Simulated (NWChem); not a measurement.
System: LaCl2F; SMILES [Cl][La]([F])[Cl]

Results from NWChem. The geometry was optimised at PBE0/def2-SVP. No frequency run checked for a minimum. def2 effective core potentials on La; no spin-orbit coupling. Ions are spin-unrestricted doublets at the neutral geometry; other ion states weren't tried.

For level B3LYP/def2-SVP:

```yaml
"−ε(HOMO) (eV)": 8.22
```

### Question
Estimate the same quantities for level PBE/def2-SVP.

### Answer
The −ε(HOMO) (eV) is 7.17.
